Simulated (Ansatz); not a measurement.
Abridged output of a molecular run in Ansatz:

```
Functional definition: HF
1334 factors; integrals over basis functions are off by at most 8.5e-4 eV
mean field evaluation 1: about -69878.8264 eV, gradient 3.6e1 eV
mean field evaluation 2: about -69879.0476 eV, gradient 3.6e1 eV
mean field evaluation 4: about -69882.5768 eV, gradient 4.2e0 eV
mean field evaluation 8: about -69882.6877 eV, gradient 6.0e-1 eV
mean field evaluation 16: about -69882.6913 eV, gradient 2.6e-6 eV
mean field -69882.69131199 eV, -2568.1415375260 hartree, gradient 2.6e-6 eV, S^2 0.000000; 0 other end points of the search recorded, 0 dependent functions left out
16 core orbitals not correlated: weight in the atoms' cores, before any rotation towards them, 1.000 or more for the frozen orbitals, at most 0.000 for the correlated occupied ones
reference -69882.69131199 eV, -2568.1415375260 hartree; 17, 17 occupied and 189, 189 virtual orbitals, 1334 factors
second order -21.86773750 eV of doubles, -0.00000000 eV of singles
cycle   1  -21.97829126 eV  change   -1.1e-1 eV  update   1.2e-1
cycle   2  -22.69241285 eV  change   -7.1e-1 eV  update   3.7e-2
cycle   3  -22.82429198 eV  change   -1.3e-1 eV  update   1.9e-2
cycle   4  -22.81075558 eV  change    1.4e-2 eV  update   4.7e-3
cycle   5  -22.81076475 eV  change   -9.2e-6 eV  update   2.3e-3
cycle   6  -22.81102120 eV  change   -2.6e-4 eV  update   6.7e-4
cycle   7  -22.81066157 eV  change    3.6e-4 eV  update   3.1e-4
cycle   8  -22.81066461 eV  change   -3.0e-6 eV  update   1.3e-4
cycle   9  -22.81068480 eV  change   -2.0e-5 eV  update   4.6e-5
cycle  10  -22.81066068 eV  change    2.4e-5 eV  update   2.0e-5
perturbative correction -1.04161899 eV, -0.0382787920 hartree
Total energy: -69906.54359166 eV, -2569.0180926365 hartree
```

Its atoms:

```xyz
9

N    -1.831    0.358   -0.029
C    -0.621    0.274    0.324
S    -0.015    0.895    1.874
Ge    0.661   -0.560   -0.923
H    -2.429    0.810    0.666
H     1.261    0.497    1.741
H    -0.119   -1.172   -2.086
H     1.634    0.525   -1.410
H     1.460   -1.627   -0.157
```

Which basis set was used?
A. cc-pV(Q+d)Z
B. def2-QZVPP
C. def2-TZVPP
D. cc-pV(D+d)Z

C. It gives 222 functions.

Write the keys of the input that set method, charge and spin (a neutral closed shell needs none for the last two).


```yaml
correlation: {method: ccsd_t}
```
